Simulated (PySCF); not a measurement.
A GIAO shielding run with PySCF (density fitting, non-relativistic, gas phase) on `C/N=C\C1=C[SiH2]S1`, C4H7NSSi:

```
$ OMP_NUM_THREADS=1 python probes_run.py task.json out

{"job": {"kind": "nmr", "xc": "PBE0", "basis": "pcSseg-1"}, "charge": 0, "multiplicity": 1}
C     -2.454146     0.207009     0.591253
N     -1.963354    -0.974573    -0.047924
C     -0.755126    -1.145283    -0.370740
C      0.421875    -0.308430    -0.228019
C      1.677104    -0.632316    -0.628429
Si     2.577438     0.918515    -0.106318
S      0.487539     1.316056     0.497070
H     -3.524221     0.072387     0.749867
H     -1.965117     0.381514     1.552481
H     -2.288516     1.096982    -0.020310
H     -0.536265    -2.099249    -0.850611
H      1.945319    -1.560519    -1.104596
H      2.964261     1.866619    -1.137200
H      3.412530     0.860816     1.081310
```

Hardware: 1 thread of an Arm Neoverse N1, shared host. The job also computes population analyses, field gradients, ring-centre shieldings.

Question: How large is the calculation?

Answer: 68 electrons, 168 basis functions and 912 auxiliary functions.

Question: How long does it take, and how much memory does it need?

Answer: 46 s of wall time, with 15 SCF cycles and 5 response iterations; peak memory 0.75 GiB. Times on a shared host scatter by some tens of per cent.
